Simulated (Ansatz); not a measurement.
Born–Oppenheimer molecular dynamics of F₃H₄NSTi (10 atoms, charge 0, multiplicity 1). It starts at the highest image of a converged band, a first-order saddle point between two minima.

The calculation used RKS B3LYP-D4/def2-SVP (Ansatz).

```yaml
ensemble: NVE (velocity Verlet)
time_step: 0.5 fs
steps_asked: 200
starting_velocities_drawn_for: 100 K
seed: 5574
```

First frame:

```xyz
10
Properties=species:S:1:pos:R:3
Ti -0.146 -0.109 0.108
N -0.301 -0.154 2.119
H -0.031 -1.035 2.565
H 0.181 0.606 2.608
F 1.471 -0.779 0.082
F 0.122 1.440 -0.627
F -0.988 -1.357 -0.769
S -2.691 0.770 0.865
H -3.204 -0.462 0.643
H -1.639 0.231 1.898
```

**Question.** How far do the bonds stretch over the last three quarters of this one trajectory? (Pairs bonded in most of those frames.)

**Answer.** 
```tsv
bond	mean (Å)	spread (Å)	shortest	longest
Ti1–N2	2.401	0.116	2.08	2.50
Ti1–F5	1.795	0.034	1.74	1.85
Ti1–F6	1.737	0.017	1.71	1.77
Ti1–F7	1.745	0.025	1.71	1.79
Ti1–S8	2.392	0.172	2.18	2.71
N2–H3	1.028	0.029	0.97	1.09
N2–H4	1.026	0.020	0.98	1.07
N2–H10	1.036	0.059	0.94	1.14
S8–H9	1.357	0.002	1.35	1.36
```

Mean temperature of the second half: 511 K. The conserved energy stayed within 0.35 meV per atom of its start (net change -0.18 meV per atom), so the integration is sound. The kinetic energy rose, since the run started high on the potential surface and went downhill. A run of 0.1 ps of so small a system gives no equilibrium averages. The orbitals stay closed-shell, which can raise the energy where a bond breaks towards radicals; this wasn't checked here.

Run time: 9.3 min on 4 threads of Arm Neoverse V2, with other jobs on the host, peak memory 0.35 GiB.
